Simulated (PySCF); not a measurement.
Compound: C6H13OP.
Atom-mapped SMILES: `[CH3:1][C:2]([CH3:3])([CH3:4])[C@@H:5]1[CH2:6][P@@H:7]1=[O:8]` (hydrogens: H9, H10, H11 on C1; H12, H13, H14 on C3; H15, H16, H17 on C4; H18 on C5; H19, H20 on C6; H21 on P7)

Level of theory: HF/def2-SV(P) geometry optimisation, gas phase in PySCF 2.14.0.

Task: What internal coordinates does the optimisation give?

Result: 
```
                  bond  length (Å)   order
   C1–C2, C2–C3, C2–C4       1.537  single
                 C2–C5       1.538  single
                 C5–C6       1.566  single
                 C6–P7       1.779  single
                 P7=O8       1.468  double
                 C5–P7       1.783  single
C1–H9 and 8 like bonds       1.094  single
                C5–H18       1.089  single
                C6–H19       1.086  single
                C6–H20       1.087  single
                P7–H21       1.399  single
```

Bonds in one row agree within 0.01 Å and their mean is given. Orders are formal, as drawn. A selection of angles:
```
     angle  degrees
  C2–C1–H9    111.8
 C2–C1–H10    109.6
 H9–C1–H10    108.2
  C1–C2–C3    109.0
  C1–C2–C5    112.8
  C3–C2–C5    107.6
  C2–C5–C6    122.7
  C2–C5–P7    127.0
 C2–C5–H18    111.2
  C6–C5–P7     63.8
 C6–C5–H18    111.8
 P7–C5–H18    112.5
  C5–C6–P7     64.1
 C5–C6–H19    115.8
 C5–C6–H20    117.9
 P7–C6–H19    115.7
 P7–C6–H20    122.0
H19–C6–H20    113.0
  C6–P7–O8    127.8
 C6–P7–H21    108.2
 O8–P7–H21    116.2
  C5–P7–C6     52.2
  C5–P7–O8    129.3
 C5–P7–H21    107.4
```

Torsions: C1–C2–C5–C6 43° (synclinal); C2–C5–C6–P7 -119° (anticlinal); C5–C6–P7–O8 114° (anticlinal); C2–C5–P7–C6 113° (anticlinal).

Of the pairs four or more bonds apart, H11···H19 is among the closest relative to their van der Waals radii: 2.25 Å, 94 % of the sum of Bondi's values. P7 (phosphoryl phosphorus) has angles from 52.2° to 129.3°. The C–C distances run from 1.537 Å (C2–C3, drawn single) to 1.566 Å (C5–C6, drawn single), a spread of 0.029 Å. The 3-membered ring C5–C6–P7 has internal angles of 52.2° to 64.1°.

Point group: C1 (no symmetry element, even within 0.4 Å). Stationary, but not proved a minimum.

Time: 74 s of wall time; peak memory 0.58 GiB. Hardware: an Arm Neoverse N1 with one thread, shared host. This is the geometry optimisation.
